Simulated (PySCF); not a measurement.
Magnetic shielding above rings: a mixed set.

Definitions: NICS(0) = −σiso at the ring centroid; NICS(1) = −σiso and NICS(1)zz = −σzz at ±1 Å along the ring normal z. Level: GIAO PBE0/pcSseg-1 (PySCF, non-relativistic, gas phase) on the GFN2-xTB geometries, one conformer each. Atom numbers follow the mapped SMILES.

**Question.** Order these rings by mean NICS(1)zz, lowest (most negative) first (ppm).
A. ring N4–N5–C6–C7–C8 in `[CH2:1]=[CH:2][CH2:3][n:4]1[n:5][cH:6][cH:7][c:8]1[C:9]#[N:10]`
B. ring C3–C4–N5–N6–N10 in `[CH:1]#[C:2][c:3]1[cH:4][n:5][n:6]([CH2:7][CH:8]=[CH2:9])[n:10]1`
C. ring C1–C2–C3–C4–C5–C6 in `[CH:1]1=[CH:2][CH2:3][CH2:4][CH2:5][CH2:6]1`
D. ring C2–C3–C4–C5–C6–N10 in `[CH3:1][c:2]1[cH:3][cH:4][cH:5][c:6]2[cH:7][n:8][n:9][n:10]12`

**Answer.** B (-32.0), A (-30.6), D (-22.7), C (2.5).

```json
{"SMILES": "C#Cc1cnn(CC=C)n1", "ring": "5-membered ring with 3 N; formal bonds all aromatic", "NICS(0)": "-13.6", "NICS(1)": "-13.0", "NICS(1)zz": "-32.0", "HOMA": "0.97", "rms pucker (Å)": "0.00", "ring atoms with four or more neighbours": "0"}
{"SMILES": "C=CCn1nccc1C#N", "ring": "5-membered ring with 2 N; formal bonds all aromatic", "NICS(0)": "-13.9", "NICS(1)": "-12.2", "NICS(1)zz": "-30.6", "HOMA": "0.98", "rms pucker (Å)": "0.00", "ring atoms with four or more neighbours": "0"}
{"SMILES": "Cc1cccc2cnnn12", "ring": "6-membered ring with N; formal bonds all aromatic", "NICS(0)": "-7.6", "NICS(1)": "-9.5", "NICS(1)zz": "-22.7", "HOMA": "0.86", "rms pucker (Å)": "0.00", "ring atoms with four or more neighbours": "0"}
{"SMILES": "C1=CCCCC1", "ring": "6-membered carbocycle; formal bonds 1 double, 5 single", "NICS(0)": "-0.2", "NICS(1)": "-1.7", "NICS(1)zz": "2.5", "HOMA": "–", "rms pucker (Å)": "0.21", "ring atoms with four or more neighbours": "4"}
```

NICS(0) gives another order. The isotropic NICS(1) gives the same order. HOMA uses Krygowski's 1993 parameters; it is left out where a ring has a four-coordinate atom, a triple bond, no multiple bond or a kind of bond without parameters. NICS(1) and NICS(1)zz are means over the two faces.
